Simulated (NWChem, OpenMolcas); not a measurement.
**How basis sets differ on InHF2 (SMILES [F][InH][F])**

The species is InHF2 (4 atoms), meant as a singlet with charge 0. SMILES: `[F][InH][F]`. Geometry: relaxed at PBE0-D4/def2-TZVP.

Quantity: the dipole moment, in D. The values are calculated.

| level | kind | program | value (D) | CPU time |
| --- | --- | --- | --- | --- |
| HF/ANO-R0 (sfX2C) | Hartree–Fock | OpenMolcas | 0.85 | 4.5 s |
| HF/ANO-RCC-MB (DKH2) | Hartree–Fock | OpenMolcas | 3.25 | 7.3 s |
| HF/STO-3G | Hartree–Fock | NWChem | 1.82 | 3.5 s |
| HF/3-21G | Hartree–Fock | OpenMolcas | 3.43 | 4.1 s |
| HF/def2-TZVP (core potential) | Hartree–Fock | NWChem | 3.82 | 33 s |

All-electron rows without a relativistic Hamiltonian named are non-relativistic, while core potentials hold scalar relativity, so basis and relativity change together. The values span 0.85 to 3.82 D. Magnitudes only. Sets without polarisation functions give poor dipoles. Times are those of the runs behind each value, whatever else they computed, on shared processors of several kinds: orders of magnitude only.
